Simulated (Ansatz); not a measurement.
C4H5, doublet (typed; the unrestricted solution is spin-contaminated), at a GFN2-xTB geometry; MP2/6-31G* (Ansatz, a program for electronic structure).

Ansatz was given this input:
Ansatz 0.2 input:
```yaml
crystal:
  periodic: [false, false, false]
  atoms:
    - {symbol: C, position_ang: [0.60085967, 1.81351297, 0.01556469]}
    - {symbol: C, position_ang: [0.61610420, 0.51445077, 0.00328056]}
    - {symbol: C, position_ang: [-0.56525911, -0.35580246, -0.00191456]}
    - {symbol: C, position_ang: [-0.48769899, -1.67890196, -0.01458395]}
    - {symbol: H, position_ang: [-0.11254112, 2.60487760, 0.02484085]}
    - {symbol: H, position_ang: [1.56076214, -0.02055891, -0.00416798]}
    - {symbol: H, position_ang: [-1.52208225, 0.14758648, 0.00526689]}
    - {symbol: H, position_ang: [0.45913300, -2.19376719, -0.02184815]}
    - {symbol: H, position_ang: [-1.36930637, -2.29769393, -0.01817201]}
basis:
  gaussian:
    orbitals: 6-31G*
magnetization: {spin_polarized: true, initial_magnetization: 1}
correlation: {method: mp2}
```

What the program printed (banner, timings and long lists left out):

```
Functional definition: HF
735 factors; integrals over basis functions are off by at most 1.5e-3 eV
mean field evaluation 1: about -4195.4309 eV, gradient 1.8e1 eV
mean field evaluation 2: about -4195.4392 eV, gradient 1.8e1 eV
mean field evaluation 4: about -4197.8420 eV, gradient 2.5e0 eV
mean field evaluation 8: about -4197.9835 eV, gradient 7.7e-1 eV
mean field evaluation 16: about -4198.1829 eV, gradient 6.1e-4 eV
mean field evaluation 32: about -4197.8396 eV, gradient 5.7e-1 eV
mean field evaluation 64: about -4198.1829 eV, gradient 3.6e-6 eV
mean field -4198.18289356 eV, -154.2803757078 hartree, gradient 3.6e-6 eV, S^2 1.245201; 4 other end points of the search recorded, 0 dependent functions left out
4 core orbitals not correlated
reference -4198.18289356 eV, -154.2803757078 hartree; 11, 10 occupied and 55, 56 virtual orbitals, 735 factors
second order -12.11603046 eV of doubles, -0.00000000 eV of singles
Total energy: -4210.29892403 eV, -154.7256316148 hartree
```
